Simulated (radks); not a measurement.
Problem. The table gives one normalised radial function P(r) = r R(r) of Be3+ in 2p1 (r in bohr). All-electron calculation, scalar-relativistic Kohn-Sham, r2SCAN, spin-polarised, spherical densities, finite nucleus; open shells are filled with parallel spins first; meta-GGA in the generalised Kohn-Sham scheme; Fermi nuclear charge, rms radius 2.519 fm. Program: a radial shooting solver on a logarithmic mesh with Libxc functionals.

r	P
0.02916	0.0050
0.03858	0.0087
0.05104	0.0148
0.06753	0.0250
0.08936	0.0419
0.1182	0.0693
0.1564	0.1125
0.207	0.1782
0.2717	0.2702
0.3595	0.3983
0.4756	0.5554
0.6293	0.7206
0.8327	0.8463
1.102	0.8729
1.458	0.7577
1.929	0.5229
2.552	0.2668
3.377	0.0920
4.468	0.0191

Which n and l does it have? It may be an empty orbital.

Solution. n = 2, l = 1: the number of nodes gives n - l - 1 = 0, the rise at small r (about r^(l+1)) gives l, and the extent must fit the shell. The curve is that of 2p up; the table hardly tells the two spins apart. 2p up: eigenvalue -46.551 eV, 0 radial nodes, <r> = 1.27 bohr, 90 % of the charge inside 2.02 bohr.
